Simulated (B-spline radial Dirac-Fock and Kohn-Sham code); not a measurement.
Binding energies of Pr at several levels of theory

System: atomic praseodymium in the configuration [Xe] 4f3 5d1 6s1 (an excited configuration).

The density-functional columns are spherical, spin-unpolarised Dirac-Kohn-Sham results without Breit or QED terms: −ε is minus the orbital energy of the initial state and ΔSCF the difference of two total energies. The reference in the last column comes from multi-electron Dirac-Fock with separately optimised hole states, Breit and Lamb-shift corrections added in first order. All numbers are from an atomic code on a B-spline grid, in eV; a selection of levels is shown. The Kohn-Sham columns are given as differences from the reference. For the 1s level of heavy atoms much of the gap between ΔSCF and the reference is the Breit and QED part, -165.0 eV here; for other levels the error of the functional can be larger.

```
     level  LDA −ε − DF  LDA ΔSCF − DF  Dirac-Fock
    K (1s)       -257.6         +152.9     41988.8
   L1 (2s)       -129.9          -57.6      6840.9
L2 (2p1/2)        -95.5           -3.9      6441.3
L3 (2p3/2)       -100.7          -17.1      5964.9
   M1 (3s)        -62.9          -41.6      1509.4
M2 (3p1/2)        -49.2          -26.7      1340.0
M3 (3p3/2)        -48.3          -27.2      1243.8
M4 (3d3/2)        -29.0           -4.3       951.4
M5 (3d5/2)        -29.5           -5.2       931.3
   N1 (4s)        -27.3          -19.0       313.6
N2 (4p1/2)        -20.5          -12.4       248.5
N3 (4p3/2)        -20.6          -12.8       228.0
N4 (4d3/2)         -8.1           -0.7       119.5
N5 (4d5/2)         -8.2           -0.9       116.0
 N6,7 (4f)         -1.8           +3.7        2.22
O2 (5p1/2)         -3.0           +1.3       25.44
O3 (5p3/2)         -3.1           +1.1       22.69
 O4,5 (5d)         -1.7           +1.2        3.17
   P1 (6s)         -1.0           +1.1        4.24
```

Values without a named source are computed, but for edge energies of neutral atoms, which are taken from tables.
